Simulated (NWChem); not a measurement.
BPH$_{4}$O; SMILES OBP

```xyz
7

B     -0.5939    -0.6941    -0.2987
H     -1.5856    -1.0490    -0.8951
O      0.1355    -1.6704     0.2776
H      0.9158    -1.3618     0.7508
P     -0.0944     1.1673    -0.3653
H      0.5056     1.2865     0.9257
H     -1.3674     1.6817     0.0112
```
Atoms are numbered in this order, from 1.

Level: PBE0/def2-SVP (NWChem), optimised geometry, unscaled harmonic frequencies. 

### Question
List the harmonic frequencies with IR intensities, and the thermochemistry.

### Answer
| frequency (cm⁻¹) | IR intensity (km/mol) |
|---|---|
| 193 | 4.3 |
| 296 | 12.5 |
| 499 | 69.0 |
| 593 | 16.0 |
| 693 | 49.1 |
| 768 | 2.4 |
| 876 | 1.4 |
| 1012 | 86.3 |
| 1092 | 41.4 |
| 1160 | 142.4 |
| 1374 | 267.0 |
| 2405 | 46.7 |
| 2445 | 32.2 |
| 2615 | 131.0 |
| 3889 | 65.5 |

zero-point energy: 28.4 kcal/mol
thermal correction to the enthalpy at 298.15 K (with zero-point energy): 31.9 kcal/mol
heat capacity Cv: 14.9 cal/(mol K)
entropy at 298.15 K and 1 atm (symmetry number 1): 67.4 cal/(mol K)
dipole moment: 1.72 D

Rigid rotor and harmonic oscillator.
